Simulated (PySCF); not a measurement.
# Hartree-Fock beside MP2: ClGeH2N

These are calculations, not measurements. They come from PySCF 2.14.0, an open-source quantum chemistry program, on an isolated molecule that a program drew, which may never have been made. The molecule is ClGeH2N (charge 0, singlet), drawn as the SMILES string `[NH]=[GeH][Cl]`.

The geometry was optimised and harmonic frequencies were computed with HF and MP2, all in the cc-pV(D+d)Z basis, for the commonest isotopes, with a restricted reference for singlets and an unrestricted one otherwise, and a frozen core in MP2. Germanium has the cc-pVDZ-PP basis, with a core potential (ECP10MDF) in place of its 10 inner electrons, and its 3s, 3p and 3d shells are frozen in MP2. Each result is a local minimum of its method.

Geometry at the HF minimum:
```xyz
5
ClGeH2N, angstrom
N     0.3610    2.5562   -0.0474
Ge    1.6607    1.8189    0.6937
Cl    2.1134   -0.2849    0.7699
H    -0.2782    1.9256   -0.5097
H     2.7474    2.5443    1.4455
```

Lengths of the bonds as drawn, in Å (atoms numbered as above):
```
   bond     HF    MP2
 N1-Ge2  1.668  1.718
Ge2-Cl3  2.153  2.168
  N1-H4  1.010  1.035
 Ge2-H5  1.507  1.520
```

Rotational constants, in GHz:
| constant | HF | MP2 |
|---|---|---|
| A | 23.03 | 23.73 |
| B | 3.262 | 3.137 |
| C | 2.857 | 2.771 |

Harmonic frequencies in cm^-1, each column in rising order, so a row needn't be the same motion in every method:
| rank | HF | MP2 |
|---|---|---|
| 1 | 212 | 190 |
| 2 | 393 | 344 |
| 3 | 433 | 419 |
| 4 | 750 | 720 |
| 5 | 776 | 727 |
| 6 | 933 | ? |
| 7 | 1024 | 943 |
| 8 | 2346 | 2261 |
| 9 | 3754 | 3466 |

**Estimate the missing MP2 frequency from the HF column.**

A single factor s that minimises the squared misfit of MP2 against s times HF over the other rows is sum(HF x MP2) / sum(HF^2) = 0.9345, with an rms misfit of 31 cm^-1. For rank 6 it gives 0.9345 x 933 = 872 cm^-1. The calculation gives 863 cm^-1, 9 cm^-1 below the estimate. The drawn bonds are on average 1.8 % longer in MP2 than in HF.
